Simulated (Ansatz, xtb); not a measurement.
This singlet lies 2.44 eV below the relaxed triplet at the level frozen-core CCSD(T)/cc-pVTZ // B3LYP-D3(BJ)/def2-TZVP (Ansatz, a first-principles code).

Species: H₂GeOS, SMILES `[OH][Ge][SH]` (lower singlet) (charge 0, multiplicity 1).

Give a relaxed geometry from GFN2-xTB (xtb).

Several could match; the one computed here: the end point of this relaxation, one of several conformers (outside a Z-matrix the atoms follow the SMILES, hydrogens last).
Z-matrix (Å, degrees):
```
Ge
O 1 1.7490
H 2 0.9561 1 128.87
S 1 2.2820 2 99.30 3 -0.30
H 4 1.3243 1 95.70 2 179.94
```
